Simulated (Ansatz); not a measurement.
Input file for Ansatz (an electronic-structure program): R-CCSD(T)/cc-pVTZ on GaGeH5 (SMILES [GaH2][GeH3]), a point of a torsion scan. The run froze 28 orbitals, filled d shells among them.

Ansatz 0.2 input:
```yaml
crystal:
  periodic: [false, false, false]
  atoms:
    - {symbol: Ga, position_ang: [1.41058499, -0.08970978, -0.00144243]}
    - {symbol: Ge, position_ang: [-1.00847317, 0.08049686, 0.03189556]}
    - {symbol: H, position_ang: [2.38989467, 1.16304879, 0.00621379]}
    - {symbol: H, position_ang: [2.22337497, -1.45567237, -0.04556289]}
    - {symbol: H, position_ang: [-1.55915695, 1.41833711, -0.40912242]}
    - {symbol: H, position_ang: [-1.75421857, -0.88432715, -0.86316348]}
    - {symbol: H, position_ang: [-1.69377509, -0.12372583, 1.36566004]}
basis:
  gaussian:
    orbitals: cc-pVTZ
magnetization: {spin_polarized: false}
correlation: {method: ccsd_t, electrons: outside_noble_gas}
scf: {lower_state_search: off}
```

Q: What total energy does the run end on?

A: -4001.8342 hartree (reference determinant -4001.5788, T1 diagnostic 0.011).

Q: How many basis functions does it have, and what does it roughly cost on one machine?

A: 156 functions; about 10 core-seconds (a rough figure).
